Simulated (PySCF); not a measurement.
Delta-SCF ions had no search for a lower state. Excitations are Tamm–Dancoff values on a coarser integration grid. The basis has no diffuse functions, so Rydberg states are missing or too high.

## C₃H₆O, SMILES `C1COC1` (charge 0, multiplicity 1)

Level of theory: M06-2X/def2-TZVP // B3LYP-D3(BJ)/def2-TZVP (PySCF 2.14.0).

The HOMO is -8.77 eV and the dipole moment is 0.418 e·Å. The LUMO is 2.01 eV and the HOMO–LUMO gap is 10.78 eV. The S1 excitation (TDA) is 7.28 eV. The S1 oscillator strength is 0.001, the T1 excitation (TDA) is 6.83 eV and the S1–T1 gap (TDA) comes out as 0.45 eV. The vertical ionisation energy (Delta-SCF) comes out as 9.82 eV and the total energy is -193.0914 Ha. The cost is roughly 6 core-minutes.

```xyz
10

C     -0.3782    -0.6518    -0.2613
C      0.8939    -0.3208     0.5378
O      0.6353     1.0992     0.4449
C     -0.5736     0.8731    -0.3162
H     -0.2115    -1.1343    -1.2221
H     -1.1422    -1.1984     0.2876
H      1.8394    -0.5901     0.0601
H      0.9061    -0.6610     1.5763
H     -1.4546     1.2593     0.2026
H     -0.5146     1.3248    -1.3097
```
